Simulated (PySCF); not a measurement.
Compound: C3H14BPSi.
SMILES with atom numbers: `[BH3-:1][P+:2]([CH3:3])([CH3:4])[CH2:5][SiH3:6]` (hydrogens: H7, H8, H9 on B1; H10, H11, H12 on C3; H13, H14, H15 on C4; H16, H17 on C5; H18, H19, H20 on Si6)

A GFN2-xTB structure was refined with PBE0-D3(BJ)/def2-SVP geometry optimisation, gas phase (PySCF). Its GFN2-xTB values:

| coordinate | GFN2-xTB |
| --- | --- |
| B1–P2 | 1.917 Å |
| B1–H7 | 1.194 Å |
| B1–H9 | 1.194 Å |
| P2–C3 | 1.835 Å |
| P2–C5 | 1.833 Å |
| C3–H10 | 1.089 Å |
| C5–Si6 | 1.906 Å |
| C5–H16 | 1.092 Å |
| Si6–H18 | 1.456 Å |
| B1–P2–C3 | 115.5° |
| B1–P2–C4 | 115.4° |
| B1–P2–C5 | 117.5° |
| P2–C5–Si6 | 112.5° |
| C3–P2–C4 | 101.4° |
| C3–P2–C5 | 103.0° |
| B1–P2–C5–Si6 | 50° |

**Question.** How do these coordinates change at the PBE0-D3(BJ)/def2-SVP level?

**Answer.** 
| coordinate | PBE0-D3(BJ)/def2-SVP (Å or °) | change |
| --- | --- | --- |
| B1–H9 | 1.227 | +0.033 |
| Si6–H18 | 1.487 | +0.031 |
| B1–H7 | 1.224 | +0.030 |
| P2–C3 | 1.821 | -0.014 |
| B1–P2 | 1.903 | -0.014 |
| C3–H10 | 1.100 | +0.011 |
| C5–H16 | 1.103 | +0.011 |
| P2–C5 | 1.824 | -0.009 |
| C5–Si6 | 1.899 | -0.007 |
| B1–P2–C5 | 113.2 | -4.3 |
| C3–P2–C4 | 104.3 | +2.9 |
| P2–C5–Si6 | 114.7 | +2.2 |
| C3–P2–C5 | 104.8 | +1.8 |
| B1–P2–C3 | 114.0 | -1.5 |
| B1–P2–C4 | 114.5 | -0.9 |
| B1–P2–C5–Si6 | 49 | -1 |

The energy falls by 11.7 kJ/mol over 5 energy and gradient evaluations, the largest force component goes from 0.0136 to 4.1e-04 Eh/bohr, and the atoms move by 0.076 Å rms after alignment. The bond that changes most is B1–H9 (four-coordinate boron to B–H hydrogen), which lengthens by 0.033 Å. Bonds longer at the end by more than 0.005 Å: 14 of 19; shorter: 5. Rotational constants go from 3026, 1349, 1285 to 3096, 1329, 1288 MHz.

The run used 162 basis functions and 31 SCF cycles in all.

Stationary, but not proved a minimum. One conformer, not necessarily the lowest.

Shape of the structure used: `[BH3-:1][P+:2]([CH3:3])([CH3:4])[CH2:5][SiH3:6]`: B1–P2–C5–Si6 49°.
